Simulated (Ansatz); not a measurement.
# A family of molecules: the dipole moment

Gas-phase molecules, one atom swapped for its congeners: BH(CH3)2(NH3); AlH(CH3)2(NH3); GaH(CH3)2(NH3). All are singlets with charge 0.

Shapes, held fixed at every level: PBE0-D4/def2-TZVP. Programs: Ansatz 0.2.0. Values in D.

```tsv
level	BH(CH3)2(NH3)	AlH(CH3)2(NH3)	GaH(CH3)2(NH3)
PBE-D4/def2-TZVPP	4.70	4.99	4.59
r2SCAN-D4/def2-TZVPP	4.78	5.09	4.65
B3LYP-D4/def2-TZVPP	4.77	5.06	4.62
wB97M-V/def2-TZVPP	4.81	5.08	4.62
```

At wB97M-V/def2-TZVPP the dipole moment isn't monotonic: it is largest for Al and smallest for Ga (5.08 and 4.62 D). Every level shows the same order. Relativity is left out for Ga.
